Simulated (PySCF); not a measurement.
# Working out the ionisation energy of Tc⁺

Tc⁺ [Kr] 4d5 5s1 (7S) → Tc²⁺ [Kr] 4d5 (6S). All numbers are calculated (PySCF 2.14, scalar relativity through the core potential, in def2-TZVPPD with the def2 core potential (28 electrons) (6s4p3d2f1g, 56 functions)). Frozen: nothing. Energies in hartree (1 hartree = 27.21139 eV):

| part | Tc⁺ (lower) | Tc²⁺ (upper) |
| --- | --- | --- |
| UHF | -79.909059 | -79.383977 |
| MP2 opposite-spin | -0.225952 | -0.214913 |
| MP2 same-spin | -0.140924 | -0.117161 |

**Question.** What does Hartree-Fock give?

**Answer.** (-79.383977) − (-79.909059) = 0.525082 hartree = 14.288 eV.

**Question.** What do MP2 and SCS-MP2 (6/5 opposite-spin, 1/3 same-spin) give?

**Answer.** The opposite-spin parts differ by 0.300 eV and the same-spin parts by 0.647 eV. MP2: 14.288 + (0.300) + (0.647) = 15.235 eV. SCS-MP2: 14.288 + 1.2 × (0.300) + (0.647)/3 = 14.864 eV.

Reference: 15.26 eV (semi-empirical (NIST evaluation); NIST Atomic Spectra Database, ionization energies).

What remains against the reference includes basis incompleteness and correlation beyond second order.
